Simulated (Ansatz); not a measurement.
Reaction (cleavage of the Ge–Ga bond): `[CH3][GaH][GeH2][C]#N` + CH₃OH → `C[O][GeH2][C]#N` + `[CH3][GaH2]`

Computed with Ansatz on PBE0-D4/def2-TZVP structures; ΔE is electronic, products minus reactants. CCSD(T)/CBS is the MP2 limit (def2-TZVPP, def2-QZVPP) plus CCSD(T) − MP2 in def2-TZVPP, frozen cores. This one scheme is used for every species. Functionals use def2-TZVPP. For Ga, Ge outer-core shells are correlated without core-valence functions, which leaves a few kJ/mol of doubt a bond. Scalar relativity is left out up to krypton. One conformer a species, not always the lowest.

`[CH3][GaH][GeH2][C]#N`:

Cartesian coordinates in Å:
```
C 1.536 1.226 0.444
Ga -0.035 1.063 -0.715
Ge -1.444 -0.948 -0.539
C -0.636 -2.089 0.798
N -0.084 -2.700 1.605
H 1.705 0.325 1.033
H 1.397 2.072 1.124
H 2.425 1.439 -0.156
H -0.464 2.155 -1.760
H -2.879 -0.718 -0.035
H -1.521 -1.825 -1.800
```

CH₃OH:

```xyz
6

C    -0.251    0.221    0.123
O     0.357   -0.683   -0.771
H    -1.210    0.505   -0.313
H     0.343    1.132    0.264
H    -0.443   -0.228    1.105
H     1.205   -0.946   -0.409
```

`C[O][GeH2][C]#N`:

```xyz
10

C    -1.737   -0.111    0.300
O    -0.613    0.396   -0.386
Ge    0.985   -0.175    0.102
C     2.176    0.758   -1.080
N     2.925    1.296   -1.768
H    -1.713    0.133    1.370
H    -1.829   -1.199    0.193
H    -2.625    0.350   -0.134
H     1.301    0.235    1.545
H     1.130   -1.683   -0.140
```

`[CH3][GaH2]`:

Cartesian coordinates in Å:
```
C -0.080 0.864 -0.255
Ga 0.069 -1.010 0.320
H 0.449 0.986 -1.207
H -1.115 1.171 -0.409
H 0.394 1.539 0.461
H 1.394 -1.524 0.999
H -1.111 -2.026 0.091
```

```tsv
species	PBE0-D4 energy (Eh)
`[CH3][GaH][GeH2][C]#N`	-4135.79955
CH₃OH	-115.64111
`C[O][GeH2][C]#N`	-2285.76849
`[CH3][GaH2]`	-1965.65606
```

Question: Work out ΔE.

Answer: ΔE = (-2285.76849) + (-1965.65606) − (-4135.79955) − (-115.64111) = 0.01611 Eh = +42.3 kJ/mol. CCSD(T)/CBS gives +33.4 kJ/mol.

Largest T1 diagnostic among the species: 0.013.

In def2-TZVPP, CCSD(T) changes the Hartree–Fock value by +15.4 kJ/mol (the triples alone add +0.6 kJ/mol) and MP2 by +14.0 kJ/mol.
